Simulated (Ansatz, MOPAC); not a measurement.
Species: silicon dioxide molecule, SiO2, charge 0, multiplicity 1. SMILES: O=[Si]=O

Atoms: O1, Si2, O3. Bonds: O1-Si2, Si2-O3.

Bond lengths (Å) and angles (degrees) optimised at PM3 with MOPAC; PM6 with MOPAC; HF/STO-3G with Ansatz (a first-principles code); HF/3-21G with Ansatz, each started from the B3LYP-D3(BJ)/def2-TZVP structure (Ansatz) of the last column. A row stands for all coordinates that are equal there. At PM6 the structure is a saddle point. No wavenumbers were computed at HF/STO-3G, so these may be saddle points.

```tsv
coordinate	PM3	PM6	HF/STO-3G	HF/3-21G	B3LYP-D3(BJ)/def2-TZVP
O1-Si2	1.496	1.316	1.537	1.545	1.510
O1-Si2-O3	180.0	180.0	180.0	180.0	180.0
```

Mean signed difference of all 2 bond lengths from B3LYP-D3(BJ)/def2-TZVP: PM3 -0.014 Å, PM6 -0.194 Å, HF/STO-3G 0.026 Å, HF/3-21G 0.035 Å.
